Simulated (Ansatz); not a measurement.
Reaction (redistribution): `BB[SiH2]F` + `CO[CH2][GaH][OH]` → `[OH][GaH][SiH2]F` + `BBCOC`

Gas-phase electronic energies from Ansatz, PBE0-D4/def2-TZVP geometries. CCSD(T)/CBS adds triple-zeta CCSD(T) − MP2 to the extrapolated MP2 energy (def2 sets, frozen cores). DFT in def2-TZVPP. B3LYP here is the variant with VWN-RPA as its local correlation; programs differ in this. For Ga outer-core shells are correlated without core-valence functions, which leaves a few kJ/mol of doubt a bond. Scalar relativity is left out up to krypton. Each species was taken in one conformer, which may not be the lowest.

```tsv
level	ΔE (kJ/mol)	difference from CCSD(T)/CBS
PBE-D4	-32.5	-2.0
r2SCAN-D4	-31.9	-1.4
PBE0-D4	-35.0	-4.5
B3LYP-D4	-33.6	-3.1
ωB97M-V	-35.4	-4.9
B2PLYP	-35.0	-4.5
PBE	-34.5	-4.0
PBE0	-36.7	-6.2
B3LYP	-37.1	-6.6
MP2/def2-TZVPP	-30.5	0.0
CCSD/def2-TZVPP	-32.4	-1.9
CCSD(T)/def2-TZVPP	-30.9	-0.4
HF/def2-QZVPP	-43.0	-12.5
SCS-MP2/def2-QZVPP	-32.4	-1.9
HF/CBS(def2)	-43.1	-12.6
CCSD/CBS(def2)	-31.9	-1.4
CCSD(T)/CBS	-30.5	0
```

Largest T1 diagnostic among the species: 0.015.

In def2-TZVPP, CCSD(T) changes the Hartree–Fock value by +11.4 kJ/mol (the triples alone add +1.5 kJ/mol) and MP2 by +11.8 kJ/mol. The D4 term adds +3.5 kJ/mol with B3LYP and +1.7 kJ/mol with PBE0; it sums over pairs of atoms, weighted by their polarisabilities, and B3LYP, whose exchange is more repulsive, gets the larger term.
